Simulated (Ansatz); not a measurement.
The cluster Rb₃Cl₄. The state is a doublet with charge 0. Geometry PBE0-D4/def2-SVP.

Cartesian coordinates in Å:
```
Rb -0.8969 -1.2286 1.2389
Rb -1.9335 1.0821 -2.3740
Rb 3.1235 0.5052 0.7218
Cl 0.3071 1.8761 -0.1541
Cl -3.3776 -0.7031 -0.5074
Cl 0.9538 -0.2375 -1.6043
Cl 1.8237 -1.2941 2.6791
```

In the def2 sets Rb takes a core potential; there is no spin–orbit coupling. HSE06 is defined as in plane-wave codes, on full-range PBE exchange. At LDA (SPW92)/def2-TZVP the gap within one spin of the charge 0 doublet nearly closes, so an electron or hole may be smeared out by delocalisation error. In the doublet, Cl4 and Cl6 lie 2.64 Å apart (atoms count from 1), so these atoms are partly bonded to each other. Another isomer (doublet) lies 0.03 eV lower at PBE0-D4/def2-TZVP; other spin states weren't run for this one.

(1) Estimate the α-spin orbital energies around the gap (eV) in Ansatz with LDA (SPW92)/def2-TZVP, PBE-D4/def2-SVP, PBE-D4/def2-TZVP, r2SCAN-D4/def2-TZVP, HSE06-D4/def2-TZVP.

## Answers

(1) 
```json
{"orbital": "HOMO−9", "LDA (SPW92)/def2-TZVP": "-7.86", "PBE-D4/def2-SVP": "-7.51", "PBE-D4/def2-TZVP": "-7.71", "r2SCAN-D4/def2-TZVP": "-8.22", "HSE06-D4/def2-TZVP": "-8.90"}
{"orbital": "HOMO−8", "LDA (SPW92)/def2-TZVP": "-7.26", "PBE-D4/def2-SVP": "-6.93", "PBE-D4/def2-TZVP": "-7.12", "r2SCAN-D4/def2-TZVP": "-7.61", "HSE06-D4/def2-TZVP": "-8.26"}
{"orbital": "HOMO−7", "LDA (SPW92)/def2-TZVP": "-7.02", "PBE-D4/def2-SVP": "-6.67", "PBE-D4/def2-TZVP": "-6.89", "r2SCAN-D4/def2-TZVP": "-7.39", "HSE06-D4/def2-TZVP": "-8.03"}
{"orbital": "HOMO−6", "LDA (SPW92)/def2-TZVP": "-6.19", "PBE-D4/def2-SVP": "-5.94", "PBE-D4/def2-TZVP": "-6.17", "r2SCAN-D4/def2-TZVP": "-6.75", "HSE06-D4/def2-TZVP": "-7.37"}
{"orbital": "HOMO−5", "LDA (SPW92)/def2-TZVP": "-5.84", "PBE-D4/def2-SVP": "-5.49", "PBE-D4/def2-TZVP": "-5.57", "r2SCAN-D4/def2-TZVP": "-5.76", "HSE06-D4/def2-TZVP": "-6.41"}
{"orbital": "HOMO−4", "LDA (SPW92)/def2-TZVP": "-5.70", "PBE-D4/def2-SVP": "-5.35", "PBE-D4/def2-TZVP": "-5.44", "r2SCAN-D4/def2-TZVP": "-5.63", "HSE06-D4/def2-TZVP": "-6.28"}
{"orbital": "HOMO−3", "LDA (SPW92)/def2-TZVP": "-5.65", "PBE-D4/def2-SVP": "-5.29", "PBE-D4/def2-TZVP": "-5.40", "r2SCAN-D4/def2-TZVP": "-5.59", "HSE06-D4/def2-TZVP": "-6.23"}
{"orbital": "HOMO−2", "LDA (SPW92)/def2-TZVP": "-5.56", "PBE-D4/def2-SVP": "-5.20", "PBE-D4/def2-TZVP": "-5.31", "r2SCAN-D4/def2-TZVP": "-5.50", "HSE06-D4/def2-TZVP": "-6.12"}
{"orbital": "HOMO−1", "LDA (SPW92)/def2-TZVP": "-5.53", "PBE-D4/def2-SVP": "-5.15", "PBE-D4/def2-TZVP": "-5.28", "r2SCAN-D4/def2-TZVP": "-5.47", "HSE06-D4/def2-TZVP": "-6.09"}
{"orbital": "HOMO", "LDA (SPW92)/def2-TZVP": "-5.49", "PBE-D4/def2-SVP": "-5.14", "PBE-D4/def2-TZVP": "-5.25", "r2SCAN-D4/def2-TZVP": "-5.45", "HSE06-D4/def2-TZVP": "-6.08"}
{"orbital": "LUMO", "LDA (SPW92)/def2-TZVP": "-1.44", "PBE-D4/def2-SVP": "-1.42", "PBE-D4/def2-TZVP": "-1.39", "r2SCAN-D4/def2-TZVP": "-0.75", "HSE06-D4/def2-TZVP": "-1.18"}
{"orbital": "LUMO+1", "LDA (SPW92)/def2-TZVP": "-1.08", "PBE-D4/def2-SVP": "-1.15", "PBE-D4/def2-TZVP": "-1.10", "r2SCAN-D4/def2-TZVP": "-0.45", "HSE06-D4/def2-TZVP": "-0.91"}
{"orbital": "LUMO+2", "LDA (SPW92)/def2-TZVP": "-0.40", "PBE-D4/def2-SVP": "-0.43", "PBE-D4/def2-TZVP": "-0.35", "r2SCAN-D4/def2-TZVP": "0.18", "HSE06-D4/def2-TZVP": "-0.15"}
{"orbital": "LUMO+3", "LDA (SPW92)/def2-TZVP": "-0.12", "PBE-D4/def2-SVP": "-0.20", "PBE-D4/def2-TZVP": "-0.18", "r2SCAN-D4/def2-TZVP": "0.25", "HSE06-D4/def2-TZVP": "-0.07"}
{"orbital": "LUMO+4", "LDA (SPW92)/def2-TZVP": "-0.04", "PBE-D4/def2-SVP": "-0.06", "PBE-D4/def2-TZVP": "-0.08", "r2SCAN-D4/def2-TZVP": "0.29", "HSE06-D4/def2-TZVP": "0.02"}
{"orbital": "LUMO+5", "LDA (SPW92)/def2-TZVP": "0.13", "PBE-D4/def2-SVP": "0.05", "PBE-D4/def2-TZVP": "0.06", "r2SCAN-D4/def2-TZVP": "0.39", "HSE06-D4/def2-TZVP": "0.15"}
{"orbital": "β HOMO", "LDA (SPW92)/def2-TZVP": "-5.48", "PBE-D4/def2-SVP": "-5.11", "PBE-D4/def2-TZVP": "-5.24", "r2SCAN-D4/def2-TZVP": "-5.45", "HSE06-D4/def2-TZVP": "-6.08"}
{"orbital": "β LUMO", "LDA (SPW92)/def2-TZVP": "-5.43", "PBE-D4/def2-SVP": "-4.99", "PBE-D4/def2-TZVP": "-5.16", "r2SCAN-D4/def2-TZVP": "-5.14", "HSE06-D4/def2-TZVP": "-4.73"}
```
